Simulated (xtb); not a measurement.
xtb input (GFN1-xTB):

```bash
xtb mol.xyz --gfn 1 --opt tight --chrg 0 --uhf 0
```
mol.xyz:
```
3

Ge    -0.00295088    -0.00102521     0.06606827
H      0.03968345    -1.12074649    -1.07507425
H      0.05474478     1.15355319    -1.03911028
```

Output:

```
           -------------------------------------------------
          |                Calculation Setup                |
           -------------------------------------------------

           -------------------------------------------------
          |                 G F N 1 - x T B                 |
           -------------------------------------------------

        Reference                      10.1021/acs.jctc.7b00118
      * Hamiltonian:
        H0-scaling (s, p, d)           1.850000    2.250000    2.000000
        zeta-weighting                 0.000000
      * Dispersion:
        s8                             2.400000
        a1                             0.630000
        a2                             5.000000
        s9                             0.000000
      * Repulsion:
        kExp                           1.500000
        rExp                           1.000000
      * Coulomb:
        alpha                          2.000000
        third order                    atomic
        anisotropic                    false
      * Halogen bond correction:
        rad-scale                      1.300000
        damping                        0.440000

          ...................................................
          :                      SETUP                      :
          :.................................................:
          :  # basis functions                  14          :
          :  # atomic orbitals                  13          :
          :  # shells                            7          :
          :  # electrons                         6          :
          :  # halogen bonds                     0          :
          :  max. iterations                   250          :
          :  Hamiltonian                  GFN1-xTB          :
          :  restarted?                      false          :
          :  GBSA solvation                  false          :
          :  PC potential                    false          :
          :  electronic temp.          300.0000000     K    :
          :  accuracy                    1.0000000          :
          :  -> integral cutoff          0.2500000E+02      :
          :  -> integral neglect         0.1000000E-07      :
          :  -> SCF convergence          0.1000000E-05 Eh   :
          :  -> wf. convergence          0.2000000E-04 e    :
          :  Broyden damping             0.4000000          :
          :  net charge                          0          :
          :  unpaired electrons                  0          :
          ...................................................

 iter      E             dE          RMSdq      gap      omega  full diag
   1     -2.6726127 -0.267261E+01  0.288E+00    2.20       0.0  T
   2     -2.6930675 -0.204548E-01  0.783E-01    2.37       1.0  T
   3     -2.6936328 -0.565320E-03  0.315E-01    2.38       1.0  T
   4     -2.6936362 -0.339352E-05  0.752E-02    2.39       1.0  T
   5     -2.6936383 -0.211402E-05  0.562E-02    2.39       1.0  T
   6     -2.6936405 -0.215791E-05  0.129E-03    2.38      44.6  T
   7     -2.6936405 -0.100686E-08  0.336E-05    2.38    1719.6  T
[...]
        13                          0.3377926               9.1918
      -------------------------------------------------------------
                  HL-Gap            0.0880155 Eh            2.3950 eV
             Fermi-level           -0.3576867 Eh           -9.7332 eV

 SCC (total)                   0 d,  0 h,  0 min,  0.002 sec
 SCC setup                      ...        0 min,  0.000 sec (  3.801%)
 Dispersion                     ...        0 min,  0.000 sec (  1.072%)
 classical contributions        ...        0 min,  0.000 sec (  0.386%)
 integral evaluation            ...        0 min,  0.001 sec ( 36.527%)
 iterations                     ...        0 min,  0.000 sec ( 15.285%)
 molecular gradient             ...        0 min,  0.001 sec ( 38.391%)
 printout                       ...        0 min,  0.000 sec (  3.878%)

         :::::::::::::::::::::::::::::::::::::::::::::::::::::
         ::                     SUMMARY                     ::
         :::::::::::::::::::::::::::::::::::::::::::::::::::::
         :: total energy              -2.689098657144 Eh    ::
         :: gradient norm              0.000038471359 Eh/a0 ::
         :: HOMO-LUMO gap              2.395022915489 eV    ::
         ::.................................................::
         :: SCC energy                -2.699410357165 Eh    ::
         :: -> electrostatic           0.008802872944 Eh    ::
         :: repulsion energy           0.010634873941 Eh    ::
         :: dispersion energy         -0.000323173920 Eh    ::
         :: halogen bond corr.         0.000000000000 Eh    ::
         :: add. restraining           0.000000000000 Eh    ::
         :: total charge               0.000000000000 e     ::
         :::::::::::::::::::::::::::::::::::::::::::::::::::::

           -------------------------------------------------
          |                Property Printout                |
           -------------------------------------------------

    * Orbital Energies and Occupations

         #    Occupation            Energy/Eh            Energy/eV
      -------------------------------------------------------------
         1        2.0000           -0.5920826             -16.1114
         2        2.0000           -0.4503734             -12.2553
         3        2.0000           -0.4016945             -10.9307 (HOMO)
         4                         -0.3136790              -8.5356 (LUMO)
         5                         -0.2194400              -5.9713
         6                         -0.1945983              -5.2953
         7                         -0.1813950              -4.9360
         8                         -0.1813950              -4.9360
         9                         -0.1813950              -4.9360
        10                         -0.0618608              -1.6833
        11                         -0.0523994              -1.4259
        12                          0.3028820               8.2418
        13                          0.3377926               9.1918
      -------------------------------------------------------------
                  HL-Gap            0.0880155 Eh            2.3950 eV
             Fermi-level           -0.3576867 Eh           -9.7332 eV

  Mulliken/CM5 charges         n(s)   n(p)   n(d)
     1Ge    0.19244  0.07592   1.754  1.966  0.087
     2H    -0.09622 -0.03796   1.096  0.000  0.000
     3H    -0.09622 -0.03796   1.096  0.000  0.000

Wiberg/Mayer (AO) data.
largest (>0.10) Wiberg bond orders for each atom

 ---------------------------------------------------------------------------
     #   Z sym  total        # sym  WBO       # sym  WBO       # sym  WBO
 ---------------------------------------------------------------------------
     1  32 Ge   1.998 --     2 H    0.999     3 H    0.999
     2   1 H    1.000 --     1 Ge   0.999
     3   1 H    1.000 --     1 Ge   0.999
 ---------------------------------------------------------------------------

Topologies differ in total number of bonds
Writing topology from bond orders to xtbtopo.mol

 dipole moment from electron density (au)
     X       Y       Z
  -0.0066  -0.0023   0.1478  total (Debye):    0.376

           -------------------------------------------------
          |                Geometry Summary                 |
           -------------------------------------------------

      molecular mass/u    :       74.6434317
   center of mass at/Å    :       -0.0004950      -0.0001720       0.0110838
  moments of inertia/u·Å² :        0.2312606E+01   0.2407668E+01   0.4720274E+01
rotational constants/cm⁻¹ :        0.7289452E+01   0.7001643E+01   0.3571325E+01

 * 2 selected distances

     #   Z          #   Z                                           value/Å
     1  32 Ge       2   1 H                                       1.5405796 (min)
     1  32 Ge       3   1 H                                       1.5405796 (max)

 * 1 distinct bonds (by element types)

   Z      Z             #   av. dist./Å        max./Å        min./Å
   1 H   32 Ge          2     1.5405796     1.5405796     1.5405796

optimized geometry written to: xtbopt.xyz

           -------------------------------------------------
Note: The following floating-point exceptions are signalling: IEEE_DENORMAL
normal termination of xtb
          | TOTAL ENERGY               -2.689098657144 Eh   |
          | GRADIENT NORM               0.000038471359 Eh/α |
          | HOMO-LUMO GAP               2.395022915489 eV   |
           -------------------------------------------------

------------------------------------------------------------------------
------------------------------------------------------------------------
 total:
 SCF:
 ANC optimizer:
```
